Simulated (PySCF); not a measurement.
GaHI2O, SMILES [OH][Ga]([I])[I]. Coordinates come from a B3LYP-D3(BJ)/def2-SVP optimisation. The def2 effective core potentials stand for the cores of I; spin–orbit coupling is left out. One conformer was computed; it need not be the lowest.

Give the equilibrium geometry at B3LYP-D3(BJ)/def2-SVP (PySCF confirms it by a frequency run) as bond lengths and angles, and its point group. (Estimate from the structure and the level; the computed values follow.)

This is not unique; one that fits is point group Cs.
Atoms: Ga1 I2 I3 O4 H5. Bonds (Å): Ga1–I2 2.501, Ga1–I3 2.483, Ga1–O4 1.781, O4–H5 0.968. Angles (°): I2–Ga1–I3 122.6, I2–Ga1–O4 120.5, I3–Ga1–O4 116.9, Ga1–O4–H5 114.0.
